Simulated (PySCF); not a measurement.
Mo(O)2(OH) (HMoO3), SMILES [O]=[Mo]([OH])=[O] (connectivity only; charge and spin as stated), neutral, multiplicity 2.

Geometry: B3LYP-D3(BJ)/def2-SVP. A frequency run showed that this geometry is not a minimum. The multiplicity is an assumed one; other spin states were not compared. The isomer is the one that the SMILES or the coordinates give; other isomers of the formula were not compared. The def2 effective core potentials stand for the cores of Mo; spin–orbit coupling is left out. One conformer was computed; it need not be the lowest.

Computed with B3LYP/def2-TZVPD in PySCF.

Gas-phase values at a fixed geometry.

Computed frontier levels, dipole moment and polarisability:
| Quantity | Value |
|---|---|
| α spin, highest occupied and lowest empty level | -7.12 and -3.33 eV |
| β spin, highest occupied and lowest empty level | -8.86 and -3.97 eV |
| dipole moment | 0.830 e·Å |
| quadrupole, principal values (traceless, Buckingham form, about the centre of nuclear charge) | -9.52, 3.64, 5.88 D·Å |
| mean static polarisability | 49.0 bohr³ (7.26 Å³) |
| polarisability, principal values | 39.3, 52.3, 55.4 bohr³ |
| ⟨S²⟩ | 0.756 (pure state 0.75) |
